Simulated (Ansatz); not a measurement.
Consider the formal exchange of groups at the Si–H bond: `C[SiH2]O` + `NCO[SiH](O)F` → `C[Si@H](O)O[Si@@H](O)F` + CH₃NH₂.

Program: Ansatz. Geometries: PBE0-D4/def2-TZVP. ΔE: electronic, gas phase. CBS: MP2 limit from def2 TZ/QZ plus the TZ coupled-cluster correction, frozen cores. This one scheme is used for every species. Functionals use def2-TZVPP. B3LYP here is the variant with VWN-RPA as its local correlation; programs differ in this. Each species was taken in one conformer, which may not be the lowest.

```csv
level,ΔE (eV),difference from CCSD(T)/CBS
r2SCAN-D4,-2.04,0.05
PBE0-D4,-1.98,0.11
ωB97M-V,-2.05,0.04
PBE0,-1.94,0.15
B3LYP,-1.96,0.13
MP2/def2-TZVPP,-2.10,-0.01
SCS-MP2/def2-TZVPP,-2.06,0.03
CCSD/def2-TZVPP,-2.06,0.03
SCS-MP2/def2-QZVPP,-2.09,0.00
CCSD/CBS(def2),-2.10,-0.01
CCSD(T)/CBS,-2.09,0
```

Largest T1 diagnostic among the species: 0.012.

The D4 term adds −0.07 eV with B3LYP and −0.04 eV with PBE0; it sums over pairs of atoms, weighted by their polarisabilities, and B3LYP, whose exchange is more repulsive, gets the larger term. From PBE to PBE0 (25 % exact exchange), in def2-TZVPP and without D4, ΔE moves by −0.08 eV.
